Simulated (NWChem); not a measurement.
System: C2H7In; SMILES [CH3][InH][CH3]

```xyz
10

In    -0.2677     0.0001     0.0002
H     -2.0134    -0.0021    -0.0025
C      0.7830    -1.8997     0.0001
H      0.4771    -2.4983     0.8724
H      1.8739    -1.7676     0.0254
H      0.5160    -2.4732    -0.9015
C      0.7829     1.8997     0.0001
H      0.4834     2.4943     0.8773
H      0.5101     2.4779    -0.8967
H      1.8738     1.7665     0.0171
```
Atoms are numbered in this order, from 1.

All runs: NWChem. Coordinates come from a PBE0/def2-SVP optimisation. def2 effective core potentials on In; no spin-orbit coupling. Vertical excitations in the gas phase; the lowest state need not have the same character in each row.

Task: Order these by “lowest excitation, singlet (eV)”, lowest first: PBE/def2-SVP, TDA; PBE0/def2-SVP, TDA; B3LYP/def2-SVP, TDA.

Result: PBE/def2-SVP, TDA (4.23), B3LYP/def2-SVP, TDA (4.43), PBE0/def2-SVP, TDA (4.65)
